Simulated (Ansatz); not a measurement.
Cartesian coordinates in Å:
```
S 2.147 0.544 -0.169
C 0.379 0.564 -0.483
C -0.322 -0.777 -0.357
C -1.264 -0.843 0.607
Al -0.766 0.934 1.090
H 2.558 -0.210 -1.208
H 0.170 1.062 -1.432
H -0.043 -1.603 -1.018
H -1.848 -1.736 0.797
H -1.012 2.065 2.172
```

The species carries charge 0 and has multiplicity 1.

Task: List the PBE/def2-TZVPP orbital energies in eV (the Gaussian-basis code of Ansatz). (An estimate is asked.)

Result: The calculation gave: Occupied: -2395.57, -1506.68, -269.73, -269.40, -268.71, -208.48, -154.67, -154.55, -154.37, -106.95, -69.07, -68.84, -68.80, -20.29, -18.33, -15.31, -13.19, -12.01, -10.83, -9.71, -9.22, -8.31, -6.88, -6.83, -6.36, -5.50. Lowest empty: -2.32, -0.90, -0.57, -0.21, 0.36, 0.88, 1.30, 1.69.
